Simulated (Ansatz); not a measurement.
GeNH7, singlet: a relaxation.

in.yaml

```yaml
crystal:
  periodic: [false, false, false]
  atoms:
    - {symbol: Ge, position_ang: [-0.807638, -0.325682, -0.229031]}
    - {symbol: H, position_ang: [0.978849, -1.201269, 0.802139]}
    - {symbol: H, position_ang: [-0.534540, -1.506841, -1.186224]}
    - {symbol: H, position_ang: [-1.482935, -0.752334, 1.093180]}
    - {symbol: H, position_ang: [-1.737338, 0.648721, -0.937804]}
    - {symbol: H, position_ang: [1.135850, -0.452315, 0.617529]}
    - {symbol: N, position_ang: [0.717039, 0.822940, 0.025626]}
    - {symbol: H, position_ang: [0.565235, 1.617382, 0.639599]}
    - {symbol: H, position_ang: [1.165578, 1.149297, -0.825114]}
basis:
  gaussian: {orbitals: def2-TZVP}
hamiltonian: {xc: pbe0, dispersion: d4}
relax: {f_tol: 0.005, max_steps: 200}
```

Run by:

```bash
ansatz run in.yaml --threads 2 --pin off --events-out ev --progress --plain --max-ram 4352MiB
```

Output of Ansatz 0.2.0:

```
Functional definition: PBE0
  name "PBE0"
  cite "Adamo & Barone, J. Chem. Phys. 110, 6158 (1999) doi:10.1063/1.478522"
  cite "Perdew, Burke & Ernzerhof, Phys. Rev. Lett. 77, 3865 (1996) doi:10.1103/PhysRevLett.77.3865"
  parent pbe
  parameter a = 0.25
  parameter kappa = 0.804
  parameter beta = 0.06672455060314922
  exchange = (1 - a)*pbe_x(kappa = kappa, mu = beta*pi^2/3) + a*exact_x
  correlation = pbe_c(beta = beta)
864 factors; their error is unknown
mean field evaluation 1: about -58105.7649 eV, gradient 5.8e1 eV
mean field evaluation 2: about -58094.8942 eV, gradient 8.7e1 eV
mean field evaluation 4: about -58111.6181 eV, gradient 2.4e0 eV
mean field evaluation 8: about -58111.6275 eV, gradient 2.2e-2 eV
mean field evaluation 16: about -58111.8967 eV, gradient 4.4e-5 eV
mean field -58111.89665188 eV, -2135.5728122981 hartree, gradient 4.4e-5 eV, S^2 0.000000; 0 other end points of the search recorded, 0 dependent functions left out
the calculation of the forces begins
reference -58111.89667953 eV, -2135.5728133144 hartree; 23, 23 occupied and 98, 98 virtual orbitals, 864 factors
relax step   1: F+E_penalty+E_count = -58111.99891842 eV  Δ(F+E_penalty+E_count) = +0.000e0 eV  max|allowed force component| = 1.702e0 eV/Å  Δτ_max = 0.0000 Å  (24 SCF iters, accepted)
relax step   2: F+E_penalty+E_count = -58112.52234067 eV  Δ(F+E_penalty+E_count) = -5.234e-1 eV  max|allowed force component| = 1.793e0 eV/Å  Δτ_max = 0.1948 Å  (27 SCF iters, accepted)
relax step   3: F+E_penalty+E_count = -58112.92682955 eV  Δ(F+E_penalty+E_count) = -4.045e-1 eV  max|allowed force component| = 1.749e0 eV/Å  Δτ_max = 0.1950 Å  (27 SCF iters, accepted)
relax step   4: F+E_penalty+E_count = -58113.17178487 eV  Δ(F+E_penalty+E_count) = -2.450e-1 eV  max|allowed force component| = 5.861e-1 eV/Å  Δτ_max = 0.1998 Å  (27 SCF iters, accepted)
relax step   5: F+E_penalty+E_count = -58113.25915604 eV  Δ(F+E_penalty+E_count) = -8.737e-2 eV  max|allowed force component| = 4.200e-1 eV/Å  Δτ_max = 0.1934 Å  (27 SCF iters, accepted)
relax step   6: F+E_penalty+E_count = -58113.28680344 eV  Δ(F+E_penalty+E_count) = -2.765e-2 eV  max|allowed force component| = 5.374e-1 eV/Å  Δτ_max = 0.1930 Å  (28 SCF iters, accepted)
relax step   7: F+E_penalty+E_count = -58113.28380971 eV  Δ(F+E_penalty+E_count) = +2.994e-3 eV  max|allowed force component| = 2.915e-1 eV/Å  Δτ_max = 0.1955 Å  (27 SCF iters, rejected (line search))
relax step   8: F+E_penalty+E_count = -58113.29731466 eV  Δ(F+E_penalty+E_count) = -1.051e-2 eV  max|allowed force component| = 9.963e-2 eV/Å  Δτ_max = 0.0941 Å  (29 SCF iters, accepted)
relax step   9: F+E_penalty+E_count = -58113.30036037 eV  Δ(F+E_penalty+E_count) = -3.046e-3 eV  max|allowed force component| = 3.283e-2 eV/Å  Δτ_max = 0.0999 Å  (28 SCF iters, accepted)
relax step  10: F+E_penalty+E_count = -58113.30134165 eV  Δ(F+E_penalty+E_count) = -9.813e-4 eV  max|allowed force component| = 9.809e-2 eV/Å  Δτ_max = 0.0836 Å  (29 SCF iters, accepted)
relax step  11: F+E_penalty+E_count = -58113.30210942 eV  Δ(F+E_penalty+E_count) = -7.678e-4 eV  max|allowed force component| = 7.824e-2 eV/Å  Δτ_max = 0.0478 Å  (29 SCF iters, accepted)
relax step  12: F+E_penalty+E_count = -58113.30315238 eV  Δ(F+E_penalty+E_count) = -1.043e-3 eV  max|allowed force component| = 8.283e-2 eV/Å  Δτ_max = 0.1107 Å  (27 SCF iters, accepted)
relax step  13: F+E_penalty+E_count = -58113.30353665 eV  Δ(F+E_penalty+E_count) = -3.843e-4 eV  max|allowed force component| = 8.898e-2 eV/Å  Δτ_max = 0.0646 Å  (28 SCF iters, accepted)
relax step  14: F+E_penalty+E_count = -58113.30380445 eV  Δ(F+E_penalty+E_count) = -2.678e-4 eV  max|allowed force component| = 6.723e-2 eV/Å  Δτ_max = 0.0442 Å  (28 SCF iters, accepted)
relax step  15: F+E_penalty+E_count = -58113.30407220 eV  Δ(F+E_penalty+E_count) = -2.678e-4 eV  max|allowed force component| = 3.941e-2 eV/Å  Δτ_max = 0.0810 Å  (28 SCF iters, accepted)
relax step  16: F+E_penalty+E_count = -58113.30422684 eV  Δ(F+E_penalty+E_count) = -1.546e-4 eV  max|allowed force component| = 3.324e-2 eV/Å  Δτ_max = 0.0565 Å  (28 SCF iters, accepted)
relax step  17: F+E_penalty+E_count = -58113.30426228 eV  Δ(F+E_penalty+E_count) = -3.544e-5 eV  max|allowed force component| = 2.085e-2 eV/Å  Δτ_max = 0.0169 Å  (29 SCF iters, accepted)
relax step  18: F+E_penalty+E_count = -58113.30430148 eV  Δ(F+E_penalty+E_count) = -3.920e-5 eV  max|allowed force component| = 1.098e-2 eV/Å  Δτ_max = 0.0264 Å  (29 SCF iters, accepted)
relax step  19: F+E_penalty+E_count = -58113.30431435 eV  Δ(F+E_penalty+E_count) = -1.288e-5 eV  max|allowed force component| = 4.665e-3 eV/Å  Δτ_max = 0.0343 Å  (28 SCF iters, accepted)
Total energy: -58113.30434704 eV, -2135.6245441411 hartree
Atom 0 at    -1.144386     0.025035    -0.484157 Å, force    -0.002390     0.003042     0.003520 eV/Å
Atom 1 at     2.170901    -1.721777     1.466536 Å, force    -0.001031     0.001994    -0.001029 eV/Å
Atom 2 at    -0.846277    -1.170551    -1.400447 Å, force     0.000561     0.003576    -0.000189 eV/Å
Atom 3 at    -1.776247    -0.434709     0.837627 Å, force     0.002012    -0.000652     0.000746 eV/Å
Atom 4 at    -2.126953     0.978899    -1.203754 Å, force     0.000318    -0.002131    -0.003419 eV/Å
Atom 5 at     1.833342    -1.139884     1.135625 Å, force     0.000788    -0.001633     0.000782 eV/Å
Atom 6 at     0.479178     0.792144    -0.061070 Å, force     0.004665     0.001932    -0.002452 eV/Å
Atom 7 at     0.404716     1.572448     0.577884 Å, force    -0.001731    -0.002973    -0.000649 eV/Å
Atom 8 at     1.005827     1.098295    -0.868344 Å, force    -0.003192    -0.003155     0.002689 eV/Å
Dipole moment:    -0.052510     0.260445    -0.107824 e Å

[the SCF lines of later steps are left out]
```

The lines “mean field evaluation” count trial sets of orbitals through the whole run, from several starts and some on an approximate energy, so they need not fall steadily or lie above the final value.

Hardware: 2 CPU threads of an Arm Neoverse V1, shared host. Wall time about 37 s.
